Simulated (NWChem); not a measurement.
AlN2H4Cl; SMILES [NH2][Al]([NH2])[Cl]

```xyz
8

Al     0.0000     0.0000    -0.4133
Cl     0.0000     0.0000     1.6959
N      0.0000    -1.5559    -1.2448
H      0.0000    -2.4494    -0.7672
H      0.0000    -1.6964    -2.2479
N      0.0000     1.5559    -1.2448
H      0.0000     1.6964    -2.2479
H      0.0000     2.4494    -0.7672
```
Atoms are numbered in this order, from 1.

Structure relaxed at the PBE0/def2-SVP level.

Symmetry labels are those of C2v in the frame above (b1 and b2, or b-type labels, depend on it).

**Question.** List the 4 lowest vertical singlet excitations from B3LYP/def2-SVPD, TDA (NWChem).

**Answer.** 
| state | energy (eV) | oscillator strength | symmetry | leading excitation (squared amplitude) |
|---|---|---|---|---|
| S1 | 5.28 | 0.000 | a2 | HOMO → LUMO (0.99) |
| S2 | 5.93 | 0.077 | b1 | HOMO−1 → LUMO (0.98) |
| S3 | 6.93 | 0.000 | a2 | HOMO → LUMO+2 (0.95) |
| S4 | 6.97 | 0.005 | b2 | HOMO−2 → LUMO (0.83) |
